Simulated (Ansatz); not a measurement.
Ansatz results at the PBE0-D4/def2-TZVP geometry: LUMO energy (B3LYP/def2-TZVPP) -0.02 eV; LUMO energy (ωB97M-V/def2-TZVPP) 2.24 eV; HOMO energy (PBE/def2-TZVPP) -6.15 eV.

Each molecule was computed in one conformer, which needn't be the lowest.

(1) Which molecule gave them?
A. `[CH2]1[AlH][Zn]1`
B. `N=C(O)CO`
C. `O=CC([SiH3])[SeH]`
D. `N/C(O)=C\O`

## Answers

(1) B. The others give `[CH2]1[AlH][Zn]1`: -2.66, -0.78, -4.66; `O=CC([SiH3])[SeH]`: -1.48, 0.96, -5.62; `N/C(O)=C\O`: 0.46, 2.24, -4.45.

B3LYP here is the variant with VWN-RPA as its local correlation; programs differ in this.
